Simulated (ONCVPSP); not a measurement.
## molybdenum, ONCV: configuration errors across variants

* Element: Mo (Z = 42)
* Generator: ONCVPSP 4.0.1
* Type: optimised norm-conserving Vanderbilt (ONCV)
* Functional: PBE
* Relativity: scalar-relativistic
* Frozen core: [Ar] 3d10
* Valence charge: 14
* Reference configuration: 4s2 4p6 4d4 (charge +2)
* Partial waves: 4s: rc 1.85 bohr, ncon 4, nbas 8, qcut 7 1/bohr, 2 projectors, debl 2.4 Ha; 4p: rc 2.00 bohr, ncon 4, nbas 8, qcut 5.6 1/bohr, 1 projector; 4d: rc 1.75 bohr, ncon 4, nbas 8, qcut 6 1/bohr, 2 projectors, debl 2.7 Ha
* Local potential: polynomial inside 1.60 bohr (lpopt 1, dvloc0 4 Ha)
* Core correction: Teter function, fcfact 3.25, rcfact 1.55

In the s channel the program set the typed energies aside and used -3.041, 0.050 Ha.

All-electron excitation energies from the reference (eV): (1) 4s2 4p6 4d5 5s1 -22.352; (2) 4s2 4p6 4d5 -15.462; (3) 4s2 4p6 4d3 26.744; (4) 4s2 4p6 4d5.5 5s0.5 -22.072.

Errors AE − PS in meV (a dash: test not solved or not reliable):

| change | (1) | (2) | (3) | (4) | bound ghosts | GHOST(+) flags above zero |
| --- | --- | --- | --- | --- | --- | --- |
| base | +2.2 | +0.5 | +3.9 | +1.2 | none | none |
| s: rc 1.26; local potential polynomial inside 1.26 bohr (lpopt 1, dvloc0 4 Ha) | +1.6 | +1.0 | +4.8 | +1.2 | none | s |
| s: rc 1.92 | +2.5 | +0.5 | +4.0 | +1.5 | none | none |
| s: rc 2.14 | +4.4 | +0.6 | +4.3 | +2.6 | none | none |
| s: rc 2.44 | +8.5 | +0.7 | +4.7 | +4.9 | none | none |
| s: rc 2.58 | +10 | +0.7 | +4.7 | +5.7 | none | none |

Q: Give the same row for: s: rc 1.54; local potential polynomial inside 1.54 bohr (lpopt 1, dvloc0 4 Ha).

A: +1.5, +0.6, +4.2, +0.9; bound ghosts: none; GHOST(+) flags above zero: none.
